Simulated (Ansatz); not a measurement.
# BH2Br (SMILES BBr): the energy, rung by rung

BH2Br has 4 atoms, charge 0, and is taken as a singlet. SMILES: `BBr`. The coordinates come from a PBE0-D4/def2-TZVP relaxation.

| atom | x (Å) | y (Å) | z (Å) |
| --- | --- | --- | --- |
| B | -0.1539 | 0.0250 | -0.0969 |
| Br | 1.4701 | -0.3634 | 0.7908 |
| H | -1.1112 | -0.6173 | 0.1917 |
| H | -0.1495 | 0.8954 | -0.9059 |

Quantity: the energy change with the B1–H3 bond stretched from 1.188 to 1.783 Å, in eV. The values are calculated.

```tsv
level	kind	program	value (eV)	less FCI/STO-3G
revPBE/STO-3G (restricted)	GGA	Ansatz	2.45	-0.02
BHLYP/STO-3G (restricted)	global hybrid	Ansatz	2.98	+0.51
PBE0/STO-3G (restricted)	global hybrid	Ansatz	2.76	+0.29
CAM-B3LYP/STO-3G (restricted)	range-separated hybrid	Ansatz	2.80	+0.33
wB97M-V/STO-3G (restricted)	range-separated hybrid	Ansatz	2.78	+0.31
B2PLYP/STO-3G (restricted)	double hybrid	Ansatz	2.77	+0.30
BCCD(T)/STO-3G (restricted)	coupled cluster or CI	Ansatz	2.47	0.00
CCSDTQ/STO-3G (restricted)	coupled cluster or CI	Ansatz	2.47	0.00
FCI/STO-3G	exact in the basis	Ansatz	2.47	0.00
```

FCI/STO-3G is exact within its basis and frozen core, so for wave-function methods in that basis the difference is their error; functionals converge differently with the basis, so for them it is only a difference. All-electron rows without a relativistic Hamiltonian named are non-relativistic. The first shape isn't each level's own minimum. The values span 2.45 to 2.98 eV. All rows use very small basis sets, so none should be taken for the real molecule's value. In the correlated wave-function rows the outer d shell of Br is correlated, in sets not made for it.
